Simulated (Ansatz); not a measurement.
Cartesian coordinates in Å:
```
F 0.2142 1.4485 0.7163
Si 0.0304 0.0178 0.0919
F -0.0369 -1.0122 1.2771
Cl 1.6218 -0.4068 -1.0586
Br -1.8294 -0.0473 -1.0267
```

Total charge 0; spin multiplicity 1.

**Question.** List the B3LYP/def2-TZVPP orbital energies in eV (Ansatz). (Estimate.)

**Answer.** Ansatz gave: Occupied: -13139.98, -2763.39, -1802.85, -1701.64, -1533.34, -1533.28, -1533.28, -672.53, -672.53, -258.15, -237.43, -197.17, -197.03, -197.03, -178.30, -178.10, -178.10, -147.01, -102.36, -102.35, -102.35, -72.59, -72.53, -72.53, -72.37, -72.37, -33.86, -33.33, -23.68, -22.16, -16.26, -14.61, -13.92, -13.80, -12.92, -12.55, -12.45, -11.05, -10.18, -10.06, -9.16, -9.04. Lowest empty: -0.61, 0.64, 0.94, 1.64, 2.66, 3.44, 4.01, 4.28.

B3LYP here is the variant with VWN-RPA as its local correlation; programs differ in this.
